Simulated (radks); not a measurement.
Values are calculated unless marked as measured or tabulated.
Question: These are the eigenvalues of the occupied orbitals of an atom or ion with whole-number occupations (eV). Code: a radial shooting solver on a logarithmic mesh with Libxc functionals. Model: scalar-relativistic Kohn-Sham, LDA (Slater exchange, Perdew-Wang correlation), spin-polarised, spherical densities, finite nucleus; Fermi nuclear charge, rms radius of each element as measured or else 0.836 A^(1/3) + 0.57 fm.

orbital  eigenvalue
1s down   -67332.10
1s up     -67332.10
2s up     -11605.75
2s down   -11605.70
2p up     -10182.78
2p down   -10182.74
3s up     -2690.888
3s down   -2690.869
3p up     -2267.461
3p down   -2267.440
3d up     -1771.657
3d down   -1771.622
4s up     -581.7652
4s down   -581.7198
4p up     -442.7480
4p down   -442.7020
4d up     -264.5553
4d down   -264.4969
5s up     -115.4443
5s down   -114.9516
5p up      -81.2425
5p down    -80.6020
4f up      -67.4200
4f down    -67.2867
5d up      -41.8559

Which element is it, and in what charge state? The configuration may be excited. Open shells, if any, are filled with parallel spins first.

Answer: Z = 73, tantalum, charge +4: Ta4+ in [Xe] 4f14 5d1. The list shows which subshells hold electrons but not how many an open one holds; the 1s level, -2474.4 hartree, gives Z - s = 70.3 by -(Z - s)^2/2, which with screening and relativity narrows Z to a few neighbours, and the depths of the outer levels then fix element, charge and occupations together.
